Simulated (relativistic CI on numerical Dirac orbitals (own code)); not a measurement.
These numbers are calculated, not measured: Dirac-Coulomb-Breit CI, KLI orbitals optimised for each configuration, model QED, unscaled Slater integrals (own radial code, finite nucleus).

The strongest absorption lines from the ground level of an ion, among the configurations computed and to levels below about 822 eV (vacuum wavelength in Å, gf): 16.813 (0.19), 16.860 (0.27), 16.982 (0.74), 16.993 (0.82), 17.072 (0.21), 45.340 (0.41), 48.090 (1.7), 50.881 (0.82).

Which ion is it?
A. Xe30+
B. Ba30+
C. Ce32+
D. Xe28+

D. Xe28+ has 26 electrons and the ground level 3s2 3p6 3d8 3F_4; the strongest line goes to 3s2 3p5 3d9 3D°_3. The pattern of lines fixes the number of electrons, and along that sequence the line energies rise steadily with the charge (about as its square where n changes within one kind of shell, about linearly where n is kept but much faster in heavy ions where fine structure, which grows about as Z⁴, sets the gap, and irregularly where shells cross), which fixes Z. Configurations outside the model, such as inner-shell arrays, can give stronger lines. At this charge energies of transitions that change n are usually good to better than 1 %, and those within a shell (Δn = 0) to a few per cent. Terms inside the open d or f shell come out 10 to 20 % too wide with unscaled integrals.

LS names give the leading component of a level, which can be under half, so a name can repeat, a term be missing and a line seem to break the LS rules.
